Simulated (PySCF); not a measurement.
Energy of Re²⁺ (rhenium, charge +2) between two integer charges

The 5d alpha orbital of [Xe] 4f14 5d5 is emptied in steps (occupation f), with all orbitals relaxed, ending at [Xe] 4f14 5d4. Computed with PySCF 2.14 in aug-cc-pVTZ-PP with ECP60MDF, with scalar relativity through the core potential. The exact energy is a straight line in f; departures are measured from the line between the end points of the same method.

```json
{"f": "1", "r2SCAN0 (eV)": "0.000"}
{"f": "0.8", "r2SCAN0 (eV)": "-0.612"}
{"f": "0.6", "r2SCAN0 (eV)": "-0.917"}
{"f": "0.4", "r2SCAN0 (eV)": "-0.916"}
{"f": "0.2", "r2SCAN0 (eV)": "-0.610"}
{"f": "0", "r2SCAN0 (eV)": "0.000"}
```

For r2SCAN0, how does the orbital energy at f = 1 compare with the removal energy?

−ε = 24.502 eV against a total-energy difference of 28.326 eV. By Janak's theorem ε = ∂E/∂f, so the gap between them reflects the curvature. Along the path −ε is 26.035 (f = 0.8), 27.566 (f = 0.6), 29.094 (f = 0.4), 30.617 (f = 0.2) eV.

Reference removal energy between the ground levels: 27 ± 1.6 eV (theoretical estimate listed by NIST; NIST Atomic Spectra Database, ionization energies). The calculation has no spin-orbit coupling. The determinant left behind need not be the lowest term of the ion.
